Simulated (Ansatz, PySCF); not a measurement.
The Ansatz (a first-principles code) input:
Ansatz 0.2 input:
```yaml
crystal:
  periodic: [false, false, false]
  atoms:
    - {symbol: Al, position_ang: [-0.85592216, 1.61403498, 1.17226343]}
    - {symbol: C, position_ang: [-2.88406648, 1.74480945, 1.23865118]}
    - {symbol: H, position_ang: [-3.34457240, 0.87286602, 1.71066228]}
    - {symbol: H, position_ang: [-3.32937802, 1.84784851, 0.24558581]}
    - {symbol: H, position_ang: [-3.17115948, 2.62297550, 1.82100228]}
    - {symbol: O, position_ang: [0.00993492, 0.45099276, 0.32701131]}
    - {symbol: Si, position_ang: [0.76737054, -0.73001050, -0.52437645]}
    - {symbol: O, position_ang: [0.59260543, -2.15006435, 0.23393206]}
    - {symbol: O, position_ang: [2.34454825, -0.38811200, -0.65596802]}
    - {symbol: O, position_ang: [0.12888056, -0.84249895, -2.00810498]}
    - {symbol: H, position_ang: [-0.26408299, -2.56548399, 0.22179979]}
    - {symbol: H, position_ang: [2.88446748, -0.42705085, 0.12756985]}
    - {symbol: H, position_ang: [0.30517176, -0.14485963, -2.63164443]}
basis:
  gaussian:
    orbitals: STO-3G
hamiltonian:
  xc: hf
magnetization: {spin_polarized: true, initial_magnetization: 1}
accuracy: high
```

**Question.** Write the same job for PySCF.

**Answer.** Several could match; the one computed here: 
```python
from pyscf import gto, scf

mol = gto.Mole()
mol.atom = '''
    Al   -0.85592216    1.61403498    1.17226343
    C    -2.88406648    1.74480945    1.23865118
    H    -3.34457240    0.87286602    1.71066228
    H    -3.32937802    1.84784851    0.24558581
    H    -3.17115948    2.62297550    1.82100228
    O     0.00993492    0.45099276    0.32701131
    Si    0.76737054   -0.73001050   -0.52437645
    O     0.59260543   -2.15006435    0.23393206
    O     2.34454825   -0.38811200   -0.65596802
    O     0.12888056   -0.84249895   -2.00810498
    H    -0.26408299   -2.56548399    0.22179979
    H     2.88446748   -0.42705085    0.12756985
    H     0.30517176   -0.14485963   -2.63164443
'''
mol.basis = 'sto-3g'
mol.spin = 1
mol.verbose = 4
mol.build()

mf = scf.UHF(mol)
mf.kernel()
```

Both were run: Ansatz gave -860.966511 Eh and PySCF -860.966511 Eh, 0.000 mEh apart.
